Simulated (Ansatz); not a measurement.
Computed with Ansatz on PBE0-D4/def2-TZVP structures; ΔE is electronic, products minus reactants. CCSD(T)/CBS is the MP2 limit (def2-TZVPP, def2-QZVPP) plus CCSD(T) − MP2 in def2-TZVPP, frozen cores. This one scheme is used for every species. For Br outer-core shells are correlated without core-valence functions, which leaves a few kJ/mol of doubt a bond. Scalar relativity is left out up to krypton. Each species was taken in one conformer, which may not be the lowest.

Reaction (ligand exchange at the Si–Cl bond): `CO[SiH](O)Cl` + HBr → `CO[SiH](O)Br` + HCl

| level | ΔE (kJ/mol) |
| --- | --- |
| MP2/def2-TZVPP | 4.4 |
| SCS-MP2/def2-TZVPP | 5.8 |
| CCSD/def2-TZVPP | 6.1 |
| MP2/CBS(def2) | 2.3 |

Q: What does CCSD(T)/CBS give? (An estimate is asked.)

A: Ansatz gave: +3.7 kJ/mol. The listed levels differ from it by 0.7, 2.1, 2.4, -1.4 kJ/mol.

Largest T1 diagnostic among the species: 0.011.
